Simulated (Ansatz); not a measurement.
Species: Si$_{2}$H$_{3}$, net charge 1, singlet state. 
Coordinates optimised at B3LYP-D3(BJ)/def2-TZVP (Ansatz, a program for electronic structure):
```
Si
H 1 1.4807
H 1 1.4807 2 113.90
H 1 1.4807 2 113.90 3 -132.93
Si 1 2.4099 2 104.57 4 -113.54
```
Charge +1, spin multiplicity 1.

Basis-set convergence of Hartree-Fock and CCSD correlation energies (hartree) with Ansatz. Valence correlation only, unless marked. No spin-orbit coupling. No relativistic terms.

The Hartree-Fock reference is unstable (checked in the largest basis), which strains HF and MP2. 

```
basis        functions       E(HF)  E(corr, CCSD)
-----------  ---------  ----------  -------------
cc-pV(D+d)Z         61  -579.26856       -0.20105
cc-pV(T+d)Z        120  -579.28897       -0.23389
cc-pV(Q+d)Z        218  -579.29492       -0.24427
```

Extrapolating the two largest sets (X = 3 and 4) as X^-3: E(corr) = (64·(-0.24427) - 27·(-0.23389))/37 = -0.2518 Eh, an estimate of the basis-set limit. The largest set recovers 97.0 % of it, the smallest 79.8 %.
